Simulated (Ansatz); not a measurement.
Mulliken charges of F3HMoOS (`[OH][Mo]([F])([F])([F])=[S]`) from ωB97M-V/def2-TZVPP in Ansatz (PBE0-D4/def2-TZVP geometry).

```csv
atom,x (Å),y (Å),z (Å),charge (e)
O1,0.018,-1.375,0.671,-0.408
Mo2,-0.033,0.328,-0.045,1.421
F3,1.816,0.351,0.019,-0.362
F4,-1.553,-0.165,-0.976,-0.362
F5,0.213,1.473,-1.468,-0.352
S6,-0.678,1.508,1.527,-0.143
H7,0.278,-2.188,0.227,0.207
```

**Question.** By hand: the dipole of these point charges (1 e Å = 4.8032 D).

**Answer.** Σ q r = (-0.070, -0.227, 0.354) e Å, of length 0.426 e Å = 2.05 D.

**Question.** How does the dipole of the full density compare? (An estimate is asked.)

**Answer.** Computed: (-0.002, -0.402, 0.219) e Å, 2.20 D; the point charges give 0.93 times that, at 30° from its direction.

Point charges leave out the atoms' own dipoles, such as those of lone pairs, and Mulliken's split depends on the basis, so the two needn't agree.
